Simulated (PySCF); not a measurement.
CH7ClOSi2.
Cartesian coordinates in Å at the GFN2-xTB level; atoms count from 1:
```xyz
12
CH7ClOSi2 angstrom
Si     2.3562    0.0088    0.3917
O      0.7882   -0.0616   -0.0301
Si    -0.6053   -0.2700   -0.8169
C     -1.9689    0.2729    0.4037
Cl    -3.5648    0.0478   -0.3576
H      2.3486   -0.0593    1.8505
H      2.8679    1.2785   -0.1175
H      3.0285   -1.1351   -0.2193
H     -0.6143    0.5958   -1.9919
H     -0.7558   -1.6867   -1.1332
H     -1.9765   -0.3162    1.3186
H     -1.9025    1.3245    0.6760
```

Vertical excitations from PySCF (density fitting, frozen core in the response, grid level 2 and gas phase unless stated; continuum runs use non-equilibrium linear response for the excitations) on a GFN2-xTB geometry. Reference run:

```
                                   settings    S1, eV (f)    S2, eV (f)    S3, eV (f)    S4, eV (f)    S5, eV (f)    S6, eV (f)  T1, eV (Tamm–Dancoff)  mean α (au)
CAM-B3LYP/def2-SVPD, full TDDFT, 8 singlets  6.74 (0.013)  7.27 (0.009)  7.34 (0.003)  7.45 (0.010)  7.54 (0.002)  8.03 (0.007)                   6.17         80.4
```

Task: What do these settings give: HSE06/def2-SVPD, grid level 4, fitting basis def2-qzvpp-jkfit, full TDDFT, 25 singlets?

Result: 
```tsv
settings	S1, eV (f)	S2, eV (f)	S3, eV (f)	S4, eV (f)	S5, eV (f)	S6, eV (f)	T1, eV (Tamm–Dancoff)	mean α (au)
HSE06/def2-SVPD, grid level 4, fitting basis def2-qzvpp-jkfit, full TDDFT, 25 singlets	6.40 (0.013)	6.96 (0.007)	7.03 (0.000)	7.19 (0.016)	7.31 (0.001)	7.51 (0.002)	–	81.2
```

S1 moves by -0.34 eV (HSE06 has 25 % exact exchange at short range alone, CAM-B3LYP range-separated exact exchange). States are counted by energy in each run and needn't keep their character from row to row.

Task: Give the leading configurations of S1 (H = HOMO, L = LUMO) and the HOMO–LUMO gap of each run.

Result: 
| settings | S1 configurations (weight) | S1 (eV) | orbital gap (eV) | S1 − gap (eV) |
| --- | --- | --- | --- | --- |
| CAM-B3LYP/def2-SVPD, full TDDFT, 8 singlets | H→L 0.60, H→L+3 0.25 | 6.74 | 9.93 | -3.19 |
| HSE06/def2-SVPD, grid level 4, fitting basis def2-qzvpp-jkfit, full TDDFT, 25 singlets | H→L 0.91 | 6.40 | 6.89 | -0.49 |

One conformer stands for the species.
